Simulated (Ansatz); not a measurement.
Reaction (substitution at a C–N bond): `C[O][Zr]([Cl])([NH]C(C)C)[O]C` + `[OH][Ge][OH]` → `CC(C)[O][Ge][OH]` + `C[O][Zr]([NH2])([Cl])[O]C`

Computed with Ansatz on PBE0-D4/def2-TZVP structures; ΔE is electronic, products minus reactants. CCSD(T)/CBS adds triple-zeta CCSD(T) − MP2 to the extrapolated MP2 energy (def2 sets, frozen cores). DFT in def2-TZVPP. Elements past krypton have def2 core potentials. For Ge, Zr outer-core shells are correlated without core-valence functions, which leaves a few kJ/mol of doubt a bond. Scalar relativity is left out up to krypton. One conformer a species, not always the lowest.

```tsv
level	ΔE (kcal/mol)
PBE-D4	1.9
ωB97X-V	1.6
B2PLYP	1.1
PBE	0.7
HF/def2-TZVPP	-1.1
SCS-MP2/def2-TZVPP	2.9
HF/def2-QZVPP	-1.2
MP2/def2-QZVPP	3.9
```

Problem. What does CCSD(T)/CBS give? (Best estimate.)

Solution. Ansatz gave: +2.7 kcal/mol. The listed levels differ from it by -0.8, -1.1, -1.6, -2.0, -3.8, 0.2, -3.9, 1.2 kcal/mol.

Largest T1 diagnostic among the species: 0.016.

The D4 term adds +1.8 kcal/mol with B3LYP and +1.2 kcal/mol with PBE0; it sums over pairs of atoms, weighted by their polarisabilities, and B3LYP, whose exchange is more repulsive, gets the larger term. In def2-TZVPP, CCSD(T) changes the Hartree–Fock value by +4.0 kcal/mol (the triples alone add +0.5 kcal/mol) and MP2 by +5.1 kcal/mol.

B3LYP here is the variant with VWN-RPA as its local correlation; programs differ in this.
